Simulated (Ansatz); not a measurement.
`O[SiH2]C[Si](O)(O)O` and `C=CS[Si](O)(O)O` differ in one atom or group.

Ansatz, PBE0-D4/def2-TZVP geometries, multiplicity 1. Each molecule was computed in one conformer, which needn't be the lowest.

| property | `O[SiH2]C[Si](O)(O)O` |
| --- | --- |
| LUMO energy (PBE0/def2-TZVPP) / eV | 0.30 |
| HOMO energy (B3LYP/def2-TZVPP) / eV | -8.13 |
| LUMO energy (PBE/def2-TZVPP) / eV | -0.56 |
| HOMO–LUMO gap (ωB97M-V/def2-TZVPP) / eV | 12.45 |
| HOMO energy (ωB97M-V/def2-TZVPP) / eV | -10.68 |
| HOMO–LUMO gap (B3LYP/def2-TZVPP) / eV | 8.09 |

**Question.** Give the same properties after the change, and the shifts. (An estimate is asked.)

**Answer.** The calculation gave: 
```
                               property  `C=CS[Si](O)(O)O`  shift
     LUMO energy (PBE0/def2-TZVPP) / eV              -0.52  -0.82
    HOMO energy (B3LYP/def2-TZVPP) / eV              -6.62   1.51
      LUMO energy (PBE/def2-TZVPP) / eV              -1.45  -0.89
HOMO–LUMO gap (ωB97M-V/def2-TZVPP) / eV              10.46  -1.99
  HOMO energy (ωB97M-V/def2-TZVPP) / eV              -8.96   1.72
  HOMO–LUMO gap (B3LYP/def2-TZVPP) / eV               5.87  -2.22
```

With PBE0 the HOMO rises by 1.52 eV and the LUMO falls by 0.82 eV, so the gap narrows by about 2.34 eV. PBE moves the HOMO by 1.13 eV and ωB97M-V by 1.72 eV.

B3LYP here is the variant with VWN-RPA as its local correlation; programs differ in this.
